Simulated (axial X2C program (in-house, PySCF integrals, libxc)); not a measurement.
## Low determinants of WH at the PBE0 level, spin-free

All values were computed with an in-house relativistic program for diatomic molecules. Spin-free means the one-electron spin-free X2C Hamiltonian. Basis: W dyall-cv3z [13s14p9d7f4g], H dyall-v3z [6s2p1d] (cores contracted in-house); Gaussian nuclei, density fitting, unrestricted open shells. Masses: W 183.951 u, H 1.008 u.

Search at 1.690 Å (vertical energies from the lowest determinant):

```csv
ΔE (eV),state,electrons beyond evenly filled partner blocks,"electrons in σ, π, δ, φ"
0.00,"M_S = 5/2, Λ = 0","σα, π+α, π-α, δ+α, δ-α",27 30 14 4
1.21,"M_S = 3/2, Λ = 2","π+α, π-α, δ+α",28 30 13 4
1.46,"M_S = 3/2, Λ = 1","π+α, δ+α, δ-α",28 29 14 4
1.72,"M_S = 3/2, Λ = 0","σβ, π+α, π-α, δ+α, δ-α",27 30 14 4
1.99,"M_S = 5/2, Λ = 1","2 × σα, π+α, δ+α, δ-α",28 29 14 4
2.34,"M_S = 5/2, Λ = 2","2 × σα, π+α, π-α, δ+α",28 30 13 4
2.62,"M_S = 1/2, Λ = 5","π+α, δ+α, δ+β",28 29 14 4
```

Lowest determinant, M_S = 5/2, Λ = 0 (beyond evenly filled blocks: σα, π+α, π-α, δ+α, δ-α): Re = 1.704 Å, ωe = 1939.5 cm⁻¹.

The determinant in row 2 of the search, M_S = 3/2, Λ = 2 (beyond evenly filled blocks: π+α, π-α, δ+α), was followed along the bond at PBE0; measured from the minimum of the lowest determinant it gives:

Te = 1.206 eV (9725 cm⁻¹), Re = 1.661 Å, ωe = 2044.2 cm⁻¹.

(1) Compare the bond of the determinant in row 2 with that of the lowest one.

The search compares states at one distance, so a state with another bond length can lie lower; it is not exhaustive and yields mostly the lowest determinant of each block pattern, so other components and higher states of one pattern are missing. These are energies of single determinants, not of spin-adapted states; PBE0 term energies can be off by some tenths of an eV, and the functional has no current term. Spin–orbit coupling is large for these atoms, so the spin-free order is a model.

Results:

(1) At PBE0 its Re is 0.043 Å shorter and its force constant, which goes as ωe², is 1.11 times that of the lowest determinant. T0 ≈ Te + Δωe/2 = 9725 + (52) = 9777 cm⁻¹.
